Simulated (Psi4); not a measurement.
A dimer, C2H6 ··· BCl3 (SMILES CC and ClB(Cl)Cl), singlet; the first 8 atoms form monomer A.

```
12

C      0.7630     0.0116    -0.0039
C     -0.7630    -0.0116     0.0039
H      1.1445     0.8297    -0.6181
H      1.1632     0.1416     1.0036
H      1.1720    -0.9186    -0.4034
H     -1.1720     0.9187     0.4032
H     -1.1632    -0.1418    -1.0035
H     -1.1445    -0.8296     0.6182
Cl     0.3053    -3.0621     1.8554
B      2.0375    -2.9925     1.6540
Cl     2.7942    -3.8196     0.3164
Cl     3.0133    -2.0986     2.7918
```

**Question.** What interaction energy does SAPT0/jun-cc-pVDZ, frozen core run with Psi4 give, and which attractive term is the largest?

**Answer.** Total -2.76 kJ/mol: electrostatics -4.91, exchange 13.29, induction -1.34, dispersion -9.81. The most attractive term is dispersion.
